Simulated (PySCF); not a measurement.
**Working out the ionisation energy of Ar⁺**

Ar⁺ [Ne] 3s2 3p5 (2P) → Ar²⁺ [Ne] 3s2 3p4 (3P). Calculation: PySCF 2.14, in def2-QZVPPD (10s7p5d2f1g, 79 functions); the non-relativistic Hamiltonian (point nucleus). Frozen: [Ne]. Energies in hartree (1 hartree = 27.21139 eV):

| part | Ar⁺ (lower) | Ar²⁺ (upper) |
| --- | --- | --- |
| UHF | -526.282528 | -525.313471 |
| CCSD correlation | -0.209153 | -0.168906 |
| (T) | -0.006623 | -0.005031 |

**Question.** What does Hartree-Fock give?

**Answer.** (-525.313471) − (-526.282528) = 0.969057 hartree = 26.369 eV.

**Question.** What do CCSD and CCSD(T) give?

**Answer.** The CCSD correlation energies differ by 0.040247 hartree = 1.095 eV and the triples by 0.001592 hartree = 0.043 eV, so CCSD gives 27.464 eV and CCSD(T) 27.507 eV.

A first-order spin-orbit estimate adds -0.006 eV to CCSD(T) (valence), giving 27.501 eV against 27.630 eV (measured; NIST Atomic Spectra Database, ionization energies).

What remains against the reference includes basis incompleteness, the frozen core and higher excitations.
